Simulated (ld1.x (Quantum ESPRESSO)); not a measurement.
## V, PAW: configuration errors across variants

ld1.x (Quantum ESPRESSO) 7.5 input, shortened:

```
&input
   title='V', zed=23., rel=1, dft='PZ', iswitch=3,
   config='[Ar] 3d3 4s1 4p0'
 /
 &inputp
   pseudotype=3, lpaw=.true., tm=.true., lloc=-1, rcloc=1.95,
   nlcc=.false.,
   which_augfun='BESSEL', rmatch_augfun=1.80
 /
6
4S  1  0   1.00   0.00  2.00  2.45  0.0
4S  1  0   0.00   2.15  2.00  2.45  0.0
4P  2  1   0.00   0.00  2.35  2.50  0.0
4P  2  1   0.00  -0.15  2.35  2.50  0.0
3D  3  2   3.00   0.00  2.35  2.60  0.0
3D  3  2   0.00  -0.35  2.35  2.60  0.0
 &test
   configts(1)='3d3 4s1 4p0'
 /
```

All-electron excitation energies from the reference (eV): (1) 3d3 4s2 4p0 -7.941; (2) 3d3 4s0 4p0 14.545; (3) 3d3 4s1.5 4p0 -4.761.

The default core radius of the base comes out at 1.49 bohr.

Tests that are not counted but printed errors over 1 eV. “base”: 3d2 4s0 4p0 (solver errors, printed error -26.4 eV). “waves 4s (bound): rcut 2.00, rcutus 3.02 bohr; 4s channel at 2.15 Ry: rcut 2.00, rcutus 3.02 bohr”: 3d2 4s0 4p0 (solver errors, printed error -26.4 eV). “local potential all-electron potential smoothed inside 2.10 bohr (lloc = -1)”: 3d2 4s0 4p0 (solver errors, printed error -26.4 eV). “waves 3d (bound): rcut 2.35, rcutus 3.88 bohr; 3d channel at -0.35 Ry: rcut 2.35, rcutus 3.88 bohr”: 3d2 4s0 4p0 (solver errors, printed error +3.5 eV). “waves 4p (bound): rcut 2.35, rcutus 2.70 bohr; 4p channel at -0.15 Ry: rcut 2.35, rcutus 2.70 bohr”: 3d2 4s0 4p0 (solver errors, printed error -26.4 eV).

1 further variants failed, have other tests or too few solved ones, and are left out.

A true bound ghost makes a file unfit for plane-wave use even where its test errors are small: the radial tests pick states by their node count and pass the ghost by. Where a test does run into it, the solver fails or the error is huge.

Errors AE − PS in meV (a dash: test not solved or not reliable):

```tsv
change	(1)	(2)	(3)	bound ghosts
base	+2.1	-4.6	+0.8	p
waves 4s (bound): rcut 2.00, rcutus 3.02 bohr; 4s channel at 2.15 Ry: rcut 2.00, rcutus 3.02 bohr	+1.4	-5.5	+0.4	p
local potential all-electron potential smoothed inside 2.10 bohr (lloc = -1)	+1.9	-4.7	+0.7	p
waves 3d (bound): rcut 2.35, rcutus 3.88 bohr; 3d channel at -0.35 Ry: rcut 2.35, rcutus 3.88 bohr	+7.4	-4.4	+2.5	p
waves 4p (bound): rcut 2.35, rcutus 2.70 bohr; 4p channel at -0.15 Ry: rcut 2.35, rcutus 2.70 bohr	+2.1	-5.0	+0.7	none
augmentation BESSEL, radius 2.30 bohr	+2.1	-4.7	+0.8	p
all radii but the core radius scaled by about 1.09 (s 2.68, p 2.74, d 2.84 bohr, rcut 2.20/2.58/2.58); local potential all-electron potential smoothed inside 2.14 bohr (lloc = -1); augmentation BESSEL, radius 1.98 bohr	+0.6	-6.0	+0.3	none
```

Task: Give the same row for: core correction a·sin(br)/r model core inside 0.92 bohr.

Result: -0.4, -6.4, 0.0; bound ghosts: p. Not counted: 3d2 4s0 4p0 (solver errors, printed error -26.5 eV).
